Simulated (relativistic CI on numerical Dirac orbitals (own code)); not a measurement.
Fe22+: sensitivity of the levels to the model

Base calculation: Dirac-Coulomb-Breit CI, KLI orbitals optimised for each configuration, model QED (radiative potential, 1s self-energy scaled to tabulated hydrogen-like ionisation energies), unscaled Slater integrals.

CI space (outside the closed core 1s2): 2s², 2s2p, 2p², 2p3s, 2p3p, 2s3s, 2s3p, 2s3d, 2s4s, 2s4p, 2s4d, 2s4f, 3s², 3s3p, 3p². Levels of other configurations are missing.

Variants: (1) non-relativistic limit. Shifts of the energy above 2s² ¹S0, in eV, for the lowest level and the first level of each name with at least 55 % of one term (blank where a level changes its place among those of its configuration and J or its character, or is not in the variant):

```tsv
Level	Base	Δ(1)
2s² ¹S0	0.00	0.00
2s2p ³P°0	43.31	-1.04
2s2p ³P°1	47.17	-4.89
2s2p ³P°2	58.60	-16.32
2s2p ¹P°1	94.94	-12.80
2p² ³P0	118.99	-10.03
2p² ³P1	127.68	-18.73
2p² ³P2	133.35	-24.39
2p² ¹D2	150.05	-27.89
2p² ¹S0	177.93	-26.72
2s3s ³S1	1104.29	-12.19
2s3s ¹S0	1112.81	-12.55
2s3p ³P°0	1125.62	-12.62
2s3p ³P°1	1125.67	
2s3p ¹P°1	1129.56	
2s3p ³P°2	1130.06	-17.06
2s3d ³D1	1140.38	-16.94
2s3d ³D2	1140.94	-17.50
2s3d ³D3	1141.88	-18.44
2s3d ¹D2	1149.93	-17.90
2p3s ³P°0	1159.12	-13.94
2p3s ³P°1	1161.33	-16.14
```

At this charge energies of transitions that change n are usually good to better than 1 %, and those within a shell (Δn = 0) to a few per cent.

Ionisation energy from the two ground configurations alone: base 1943.52 eV. The NIST ASD value (semi-empirical) is 1950.4 eV.

LS names give the leading component of a level, which can be under half, so a name can repeat, a term be missing and a line seem to break the LS rules.
